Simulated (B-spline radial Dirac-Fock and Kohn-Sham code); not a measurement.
Auger parameter of cesium: the L3 level and its strongest L3-MM line

These are calculated numbers from a radial finite-basis atomic code; the model is Dirac-Fock (average of configuration) total-energy differences with a finite nucleus, the Breit interaction including its frequency dependence, and self-energy and vacuum-polarisation corrections. The modified Auger parameter α′ is the binding energy plus the kinetic energy of the Auger electron; it does not depend on the energy zero. For free ions it tends to fall with charge, since less charge screens the final holes.

```csv
species,configuration,binding 2p3/2 (eV),Auger line,kinetic (eV),α′ (eV)
Cs,[Xe] 6s1,5018.8,M3M3 J=2,2959.0,7977.8
Cs,[Xe] 6p1,5020.0,M3M3 J=2,2957.9,7977.9
Cs⁺,[Kr] 4d10 5s2 5p6,5024.6,M3M3 J=2,2951.8,7976.5
Cs⁺ (Watson 2.2 Å),[Kr] 4d10 5s2 5p6,5018.1,M3M3 J=2,2958.4,7976.5
Cs⁺ (Watson 2.4 Å),[Kr] 4d10 5s2 5p6,5018.7,M3M3 J=2,2957.8,7976.5
Cs²⁺,[Kr] 4d10 5s2 5p5,5037.3,M3M3 J=2,2938.1,7975.4
Cs³⁺,[Kr] 4d10 5s2 5p4,5051.0,M3M3 J=2,2923.6,7974.5
Cs⁴⁺,[Kr] 4d10 5s2 5p3,5065.6,M3M3 J=2,2908.5,7974.1
Cs⁵⁺,[Kr] 4d10 5s2 5p2,5081.1,M3M3 J=2,2892.2,7973.3
Cs⁶⁺,[Kr] 4d10 5s2 5p1,5097.5,M3M3 J=2,2875.5,7973.0
Cs⁷⁺,[Kr] 4d10 5s2,5114.6,M3M3 J=2,2858.1,7972.7
```
